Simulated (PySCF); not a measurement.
# Spinor energies of Nb⁺ (niobium, charge +1)

Start: [Kr] 4d4; 4d3/2 filled at m_j = -3/2, -1/2, +1/2, +3/2. Calculated with PySCF 2.14 in x2c-TZVPall-2c with one added diffuse shell each of s, p, d type (9s10p8d1f, 86 functions): generalised Hartree-Fock with the X2C-1e Hamiltonian and a Gaussian nucleus; one run each with spin-orbit coupling (SO) switched off, then screened by Boettger's factors.

| spinor shell | electrons | ε, spin-free (eV) | ε, screened SO (eV) | weight of nominal j (screened SO) | rms radius, screened SO (bohr) |
| --- | --- | --- | --- | --- | --- |
| 1s1/2 | 2 | -19093.5 | -19092.6 | 1.000 | 0.0415 |
| 2s1/2 | 2 | -2749.5 | -2749.2 | 1.000 | 0.171 |
| 2p1/2 | 2 | -2449.4 | -2515.5 | 1.000 | 0.149 |
| 2p3/2 | 4 | -2449.4 | -2418.3 | 1.000 | 0.154 |
| 3s1/2 | 2 | -495.59 | -495.50 | 1.000 | 0.471 |
| 3p1/2 | 2 | -394.72 | -405.89 | 1.000 | 0.471 |
| 3p3/2 | 4 | -394.72 | -389.41 | 1.000 | 0.482 |
| 3d3/2 | 4 | -229.78 | -231.71 | 0.977 | 0.471 |
| 3d5/2 | 6 | -229.78 | -228.40 | 0.985 | 0.475 |
| 4s1/2 | 2 | -78.664 | -78.633 | 1.000 | 1.25 |
| 4p1/2 | 2 | -49.618 | -53.872 | 0.667 | 1.41 |
| 4p3/2 | 4 | -49.618 | -47.502 | 0.833 | 1.40 |
| 4d3/2 | 4 | -14.538 | -14.543 | 0.527 | 2.20 |

```
   quantity    spin-free  screened SO
E (hartree)  -3816.80771  -3817.21679
        M_J            0            0
       ⟨J²⟩        4.043        3.854
       ⟨L²⟩        6.040        6.041
       ⟨S²⟩        6.003        5.996
```

The determinant has a definite M_J but mixes levels of different J.

Each row is a mean over spinors that exchange with the open shell spreads, by up to 4.653 eV (4p3/2).

Rows whose weight is well below 1 are mixtures of j = l ± 1/2: exchange outweighs spin-orbit coupling there, and the label is only the starting occupation.

Breit and QED terms are absent; they matter most for the inner s and p1/2 levels.

Densities and radii are taken from the X2C orbitals without a picture-change correction, which distorts them close to the nucleus.

Without spin-orbit coupling the j labels of p, d and f shells carry no meaning; the spin-free column gives the mean over the occupied spinors of each nl shell, and its ⟨J²⟩ belongs to a mixture of degenerate components.
